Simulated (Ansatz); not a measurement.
Isolated molecules relaxed with PBE0-D4/def2-TZVP in Ansatz; ΔE leaves out vibrations. CCSD(T)/CBS is the MP2 limit (def2-TZVPP, def2-QZVPP) plus CCSD(T) − MP2 in def2-TZVPP, frozen cores. This one scheme is used for every species. Functionals use def2-TZVPP. B3LYP here is the variant with VWN-RPA as its local correlation; programs differ in this. One conformer a species, not always the lowest.

Consider the formal exchange of groups at a C–Si bond: `O[SiH](O)C[SiH](Cl)Cl` + CH₄ → `CC[SiH](Cl)Cl` + `O[SiH2]O`.

Is it downhill or uphill in electronic energy at CCSD(T)/CBS, and by how much? (Estimate.)

Computed: Uphill: ΔE = +19.4 kcal/mol.

What do these levels give: PBE-D4, PBE0-D4, B3LYP-D4, ωB97X-V, B2PLYP, PBE, HF/def2-TZVPP, MP2/def2-TZVPP, SCS-MP2/def2-TZVPP, CCSD(T)/def2-TZVPP, MP2/def2-QZVPP, MP2/CBS(def2)? (Best estimate.)

Computed: PBE-D4 19.9, PBE0-D4 19.9, B3LYP-D4 20.0, ωB97X-V 19.0, B2PLYP 18.2, PBE 18.1, HF/def2-TZVPP 15.7, MP2/def2-TZVPP 19.7, SCS-MP2/def2-TZVPP 18.2, CCSD(T)/def2-TZVPP 19.1, MP2/def2-QZVPP 19.9, MP2/CBS(def2) 20.0 kcal/mol.

Largest T1 diagnostic among the species: 0.011.

The D4 term adds +2.8 kcal/mol with B3LYP and +1.6 kcal/mol with PBE0; it sums over pairs of atoms, weighted by their polarisabilities, and B3LYP, whose exchange is more repulsive, gets the larger term. In def2-TZVPP, CCSD(T) changes the Hartree–Fock value by +3.4 kcal/mol (the triples alone add +0.6 kcal/mol) and MP2 by +4.0 kcal/mol.
